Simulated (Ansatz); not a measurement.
trichloroethylene (C2HCl3), SMILES ClC=C(Cl)Cl.

Geometry optimised at PBE0-D3(BJ)/def2-SVP.

Two levels are set side by side: PBE/def2-SVPD (Ansatz, a first-principles code) and PBE0/def2-SVPD (Ansatz). Energy differences of separate SCF runs at the same geometry; the states with an electron removed or added have multiplicity 2 and 2. Differences are taken from unrounded values.

```
quantity                            PBE
---------------------------------  ----
vertical ionisation energy (eV)    9.23
vertical singlet–triplet gap (eV)  3.68
```

Question: These are the PBE values. What does PBE0 give? (An estimate is asked for; the answer gives what the named calculation found.)

Answer: 
| quantity | PBE0 | PBE minus PBE0 |
|---|---|---|
| vertical ionisation energy (eV) | 9.50 | -0.27 |
| vertical singlet–triplet gap (eV) | 3.62 | 0.06 |
